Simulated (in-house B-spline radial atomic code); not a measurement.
**B3LYP (VWN-RPA) excitations of the boron ion B⁺**

Method: B3LYP (VWN-RPA). Computed with a B-spline radial code for spherical atoms: linear response of the closed shell [He] 2s2 with the functional's adiabatic kernel; non-relativistic, point nucleus, no spin-orbit coupling, no double excitations, S, P, D and F terms only.

Command:
```bash
python run_td.py task.json out
```
Settings (radii: box in bohr, nucleus in fm):
```
Z                        5
electrons                4
configuration            [He] 2s2
hamiltonian              nr
method                   b3lyp
box_radius               41.61
intervals                50
```

Run time, properties included: 0.1 s on 1 thread of Intel(R) Xeon(R) 6975P-C (Granite Rapids) (shared host).

The lowest states, in the order of their Tamm-Dancoff energies; the method's threshold (minus the highest occupied level) is 20.578 eV. Labels give the largest channel, * marks a mixed state, and oscillator strengths are full-response dipole values. Measured ¹D terms are left out, since they can mix with doubly excited terms. Semilocal kernels can invert the small singlet-triplet splittings of Rydberg terms. Energies in eV:

```
     state  full response  Tamm-Dancoff  oscillator strength  measured (J-weighted term)
2s → 2p 3P          3.370         3.990                    -                       4.631
2s → 2p 1P          8.447         8.965                0.972                       9.100
2s → 3s 3S         14.956        14.964                    -                      16.090
2s → 3s 1S              ?             ?                    -                           -
2s → 3p 3P         16.290        16.302                    -                      17.853
2s → 3p 1P              ?             ?                    ?                           ?
2s → 3d 3D         17.180        17.191                    -                      18.678
2s → 3d 1D         17.291        17.292                    -                           -
2s → 4s 3S         18.292        18.294                    -                           -
2s → 4s 1S         18.458        18.464                    -                           -
```

(1) Where does 2s → 3s 1S lie?

(2) Where does 2s → 3p 1P lie?

(3) How large is the singlet-triplet splitting of 2s → 2p (P terms) in Tamm-Dancoff?

(4) What polarisabilities and dispersion coefficient does the method give?

## Answers

(1) At 15.580 eV in full response, 15.601 eV in Tamm-Dancoff.

(2) At 16.460 eV in full response, 16.478 eV in Tamm-Dancoff, oscillator strength 0.0779; measured 17.866 eV.

(3) 4.97 eV, from the unrounded values.

(4) Dipole 10.85 bohr³, quadrupole 29.21 bohr⁵, C6 29.4 hartree·bohr⁶ for two such species.
